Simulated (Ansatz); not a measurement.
Cost and result for the atomization energy of C2H4FGa, SMILES `C=[C](F)[GaH2]` (8 atoms, 7 bonds).

```xyz
8

C    -1.0621   -0.1351    0.9411
C    -0.2011    0.5527    0.1994
F    -0.2325    1.9048    0.2762
Ga    1.1196   -0.2639   -1.0068
H    -1.0565   -1.2164    0.8969
H    -1.7772    0.3539    1.5957
H     2.0912    0.6326   -1.8391
H     1.1186   -1.8286   -1.0634
```

Total charge 0; spin multiplicity 1. Correlated methods include outer-core shells of Ga, which these sets cover unevenly. Scalar relativity is left out up to krypton. Geometry: relaxed with PBE0-D4/def2-TZVP. Program: Ansatz. All runs use 2 threads of an Arm Neoverse V2 on a shared host. Times are those of one run each, without the atoms' runs, and a repeat can differ threefold. Electronic energies, without spin–orbit coupling; frozen cores. CCSD(T)/CBS adds CCSD(T) − MP2 in def2-TZVPP to the MP2 limit, and its time is that of the two runs behind it. T1 = 0.013. With those shells the extrapolation isn't a true limit. B3LYP takes the VWN-RPA correlation (the form of Gaussian; ORCA's B3LYP/G). HSE06 is the plane-wave form, built on full-range PBE exchange.

CCSD(T)/CBS is a level of theory with its own doubt, some kJ/mol a heavy atom from the limit and from the frozen cores, so smaller differences don't rank the functionals.

| level | functions | atomization (kJ/mol) | difference from CCSD(T)/CBS | per bond |
| --- | --- | --- | --- | --- |
| PBE0-D4/def2-TZVPP | 197 | 2757.9 | 3.2 | 0.5 |
| ωB97M-V/def2-TZVPP (with forces) | 197 | 2753.9 | -0.8 | -0.1 |
| CCSD(T)/def2-SVP | 94 | 2625.3 | -129.4 | -18.5 |
| CAM-B3LYP-D4/def2-TZVPP | 197 | 2763.8 | 9.1 | 1.3 |
| HSE06-D4/def2-TZVPP | 197 | 2759.8 | 5.1 | 0.7 |
| MP2/def2-QZVPP | 380 | 2780.6 | 25.9 | 3.7 |
| ωB97X-V/def2-TZVPP | 197 | 2760.8 | 6.1 | 0.9 |
| B2PLYP/def2-TZVPP | 197 | 2722.3 | -32.4 | -4.6 |
| CCSD(T)/CBS(def2) | – | 2754.7 | 0.0 | 0.0 |
| B3LYP-D4/def2-TZVPP (with forces) | 197 | 2742.1 | -12.6 | -1.8 |
| BHLYP-D4/def2-TZVPP | 197 | 2652.8 | -101.9 | -14.6 |
| CCSD(T)/def2-TZVPP | 197 | 2696.4 | -58.3 | -8.3 |
| B97M-V/def2-TZVPP | 197 | 2769.2 | 14.5 | 2.1 |

Q: Order the runs by time, with rough figures. (Estimate.)

A: The calculation gave: PBE0-D4/def2-TZVPP 2.6 s; BHLYP-D4/def2-TZVPP 2.9 s; HSE06-D4/def2-TZVPP 3 s; CAM-B3LYP-D4/def2-TZVPP 3.3 s; B3LYP-D4/def2-TZVPP (with forces) 4.1 s; B2PLYP/def2-TZVPP 4.9 s; CCSD(T)/def2-SVP 4.9 s; ωB97X-V/def2-TZVPP 8 s; B97M-V/def2-TZVPP 9.5 s; ωB97M-V/def2-TZVPP (with forces) 12 s; MP2/def2-QZVPP 19 s; CCSD(T)/def2-TZVPP 90 s; CCSD(T)/CBS(def2) 110 s.

Leaving LDA and LC-ωPBE aside and taking each functional with its dispersion term where it has one, the values, not all of them listed here, spread over 165.6 kJ/mol, from BHLYP-D4 to PBE-D4. LDA lies +385.9 kJ/mol from PBE without D4, its usual overbinding. From BLYP to BHLYP (50 % exact exchange), in def2-TZVPP and without D4, the atomization energy moves by −79.0 kJ/mol: exact exchange takes away binding that semilocal exchange gives to molecules. The D4 term adds +22.7 kJ/mol with B3LYP and +11.7 kJ/mol with PBE0; it sums over pairs of atoms, weighted by their polarisabilities, and B3LYP, whose exchange is more repulsive, gets the larger term.
